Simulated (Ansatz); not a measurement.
Reaction (formal hydrolysis of a C–B bond): `BCN=C` + H₂O → `C=NCO` + BH₃

Isolated molecules relaxed with PBE0-D4/def2-TZVP in Ansatz; ΔE leaves out vibrations. CCSD(T)/CBS is the MP2 limit (def2-TZVPP, def2-QZVPP) plus CCSD(T) − MP2 in def2-TZVPP, frozen cores. This one scheme is used for every species. DFT in def2-TZVPP. Each species was taken in one conformer, which may not be the lowest.

Q: Is it downhill or uphill in electronic energy at CCSD(T)/CBS, and by how much? (An estimate is asked.)

A: Computed: Uphill: ΔE = +19.5 kcal/mol.

Q: What do these levels give: PBE0-D4, r2SCAN0-D4, ωB97M-V, BLYP, CAM-B3LYP, HF/def2-SVP, MP2/def2-SVP, HF/def2-TZVPP, SCS-MP2/def2-TZVPP, CCSD/def2-TZVPP, CCSD(T)/def2-TZVPP, MP2/CBS(def2)? (Estimate.)

A: Ansatz gave: PBE0-D4 19.6, r2SCAN0-D4 19.2, ωB97M-V 18.6, BLYP 17.7, CAM-B3LYP 17.3, HF/def2-SVP 11.9, MP2/def2-SVP 16.3, HF/def2-TZVPP 13.7, SCS-MP2/def2-TZVPP 17.4, CCSD/def2-TZVPP 17.7, CCSD(T)/def2-TZVPP 18.0, MP2/CBS(def2) 20.9 kcal/mol.

Largest T1 diagnostic among the species: 0.012.

In def2-TZVPP, CCSD(T) changes the Hartree–Fock value by +4.3 kcal/mol (the triples alone add +0.3 kcal/mol) and MP2 by +5.7 kcal/mol. Leaving LDA and LC-ωPBE aside and taking each functional with its dispersion term where it has one, the values, not all of them listed here, spread over 2.7 kcal/mol, from ωB97X-V to PBE-D4. LDA lies +1.4 kcal/mol from PBE without D4. From BLYP to BHLYP (50 % exact exchange), in def2-TZVPP and without D4, ΔE moves by −0.9 kcal/mol.
